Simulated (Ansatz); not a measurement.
Species: C$_{3}$H$_{9}$In, SMILES `[CH3][In]([CH3])[CH3]` (charge 0, multiplicity 1).

**Question.** Give a relaxed geometry from PBE-D3(BJ)/def2-TZVP (Ansatz, an electronic-structure program).

**Answer.** the end point of this relaxation (outside a Z-matrix the atoms follow the SMILES, hydrogens last).
Bonds (Å): C1–In2 2.183, C1–H5 1.099, C1–H6 1.097, C1–H7 1.100, In2–C3 2.185, In2–C4 2.184, C3–H8 1.099, C3–H9 1.097, C3–H10 1.100, C4–H11 1.098, C4–H12 1.100, C4–H13 1.098. Angles (°): In2–C1–H5 109.9, In2–C1–H6 111.7, In2–C1–H7 109.6, H5–C1–H6 109.1, H5–C1–H7 107.6, H6–C1–H7 108.9, C1–In2–C3 119.9, C1–In2–C4 120.7, C3–In2–C4 119.4, In2–C3–H8 110.1, In2–C3–H9 111.6, In2–C3–H10 109.5, H8–C3–H9 109.2, H8–C3–H10 107.6, H9–C3–H10 108.8, In2–C4–H11 111.0, In2–C4–H12 109.0, In2–C4–H13 111.1, H11–C4–H12 108.0, H11–C4–H13 109.4, H12–C4–H13 108.1.
